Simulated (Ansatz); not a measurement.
Mulliken charges of `BB1CN1` from ωB97M-V/def2-TZVPP in Ansatz (PBE0-D4/def2-TZVP geometry).

```tsv
atom	x (Å)	y (Å)	z (Å)	charge (e)
B1	-0.728	1.328	-0.994	-0.224
B2	-0.166	0.197	0.041	0.087
C3	0.575	-1.198	0.212	-0.233
N4	0.143	-0.308	1.261	-0.160
H5	0.018	2.098	-1.529	0.090
H6	-1.879	1.377	-1.318	0.093
H7	0.039	-2.141	0.119	0.104
H8	1.641	-1.259	-0.010	0.104
H9	0.445	-0.140	2.202	0.139
```

By hand: the dipole of these point charges (1 e Å = 4.8032 D).

Σ q r = (0.055, -0.008, 0.032) e Å, of length 0.064 e Å = 0.31 D.

How does the dipole of the full density compare? (Estimate.)

The calculation gave: (0.132, -0.010, 0.240) e Å, 1.32 D; the point charges give 0.23 times that, at 31° from its direction.

Point charges leave out the atoms' own dipoles, such as those of lone pairs, and Mulliken's split depends on the basis, so the two needn't agree.
